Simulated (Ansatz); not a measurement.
Ansatz (a first-principles code) input:

Ansatz 0.2 input:
```yaml
crystal:
  periodic: [false, false, false]
  atoms:
    - {symbol: As, position_ang: [-0.21885430, -0.33649864, 0.59178787]}
    - {symbol: H, position_ang: [-0.76260724, 0.80050810, -0.29029254]}
    - {symbol: H, position_ang: [1.00999390, -0.44223378, -0.32766565]}
basis:
  gaussian:
    orbitals: def2-TZVP
hamiltonian:
  xc: b3lyp
  dispersion: d3bj
total_charge: -1
relax: {f_tol: 0.002, max_steps: 150}
```

**Question.** What final total energy does it print?

**Answer.** -2237.11671 Eh (B3LYP-D3(BJ)/def2-TZVP). The basis has 60 functions.

Whether it binds its extra electron was not tested at this geometry.
